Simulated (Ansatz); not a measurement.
Reaction (cleavage of the Si–Si bond): `O[SiH2][Si](F)(Cl)Cl` + `O[SiH2]O` → `O[SiH2]O[Si](F)(Cl)Cl` + silanol

Gas-phase electronic energies from Ansatz, PBE0-D4/def2-TZVP geometries. CBS: MP2 limit from def2 TZ/QZ plus the TZ coupled-cluster correction, frozen cores. DFT in def2-TZVPP. B3LYP here is the variant with VWN-RPA as its local correlation; programs differ in this. Each species was taken in one conformer, which may not be the lowest.

```csv
level,ΔE (kJ/mol)
PBE0-D4,-122.0
B3LYP,-133.4
MP2/def2-TZVPP,-146.8
CCSD/def2-TZVPP,-145.8
```

What does CCSD(T)/CBS give? (An estimate is asked.)

The calculation gave: -139.4 kJ/mol. The listed levels differ from it by 17.4, 6.0, -7.4, -6.4 kJ/mol.

Largest T1 diagnostic among the species: 0.011.

From PBE to PBE0 (25 % exact exchange), in def2-TZVPP and without D4, ΔE moves by −13.0 kJ/mol. In def2-TZVPP, CCSD(T) changes the Hartree–Fock value by +23.4 kJ/mol (the triples alone add +3.6 kJ/mol) and MP2 by +18.9 kJ/mol.
